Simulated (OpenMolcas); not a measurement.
**C+: effect of the active space**

```
Program             : OpenMolcas 26.06
Method              : MS-CASPT2 or its RAS form, IPEA 0.25 Eh, imaginary shift 0.1 Eh
Basis               : ANO-RCC
Scalar Hamiltonian  : DKH2, point nucleus
Spin-orbit coupling : RASSI with atomic mean-field integrals over the reference wave functions, term energies averaged over their components
```

A. 3 electrons in 8 orbitals (2s 2p 3s 3p); 2S+1 = 4 odd, 1 root; 2S+1 = 2 odd, 11 roots; 2S+1 = 4 even, 3 roots; 2S+1 = 2 even, 9 roots; closed shells correlated: 1s; CASPT2 step roughly 14 core-seconds
B. 3 electrons in 9 orbitals (RAS2 2s 2p; RAS3 3d, at most 2 electrons); 2S+1 = 4 odd, 1 root; 2S+1 = 2 odd, 11 roots; 2S+1 = 4 even, 3 roots; 2S+1 = 2 even, 9 roots; closed shells correlated: 1s; CASPT2 step about 23 core-seconds

Energies in cm⁻¹ above 2s² 2p ²P°_1/2, the measured ground level; measured values from NIST Handbook of Basic Atomic Spectroscopic Data.

```tsv
Level	A	B	Measured
2s² 2p ²P°_1/2	0.0	0.0	0.0
2s² 2p ²P°_3/2	59.5	57.2	63.4
2s 2p² ⁴P_1/2	42260	42630	43003
2s 2p² ⁴P_3/2	42280	42650	43025
2s 2p² ⁴P_5/2	42320	42680	43054
2s 2p² ²D_3/2	74600	74880	74933
2s 2p² ²D_5/2	74610	74880	74930
2s 2p² ²S_1/2	96820	98560	96494
2s 2p² ²P_1/2	111400	111160	110624
2s 2p² ²P_3/2	111440	111200	110666
```

Deviations, from unrounded energies. A percentage is the sum of absolute deviations over the sum of measured energies, with the sign that they share, or ± where signs differ.

```
                  Against measurement  Levels     A     B
       mean absolute deviation (cm-1)       9   530   480
fine structure of the ground term (%)       1  -6.2  -9.9
             other configurations (%)       8  ±0.8  ±0.7
```

B lies closest to measurement on these levels. The largest miss of B in the table is 2s 2p² ²S_1/2, by +2100 cm-1. The ranking rests on the paired levels alone, and a cruder setting can come out closer through cancelling errors.

Between A and B the level of the table that moves most is 2s 2p² ²S_1/2, by 1700 cm-1 (lowest in A, highest in B). Moves below CASPT2's spread within the term are not significant.

The run also gave levels led by 2s² 3p, which use shells meant for correlation; these and all levels above them are left out (holds for A). Active for correlation alone: 3d; no level in the range computed is led by a configuration that fills it, so any true level of that kind is missing (holds for B). Computed and measured levels are paired by configuration, term and J; levels that our copy of the source lacks, or whose pairing is in doubt (as where it misses far off the trend of its configuration), stay unpaired and out of the deviations. Only configurations of the active space appear. Levels that lie high or do not pair safely by name in every column are left out.

° marks odd parity.
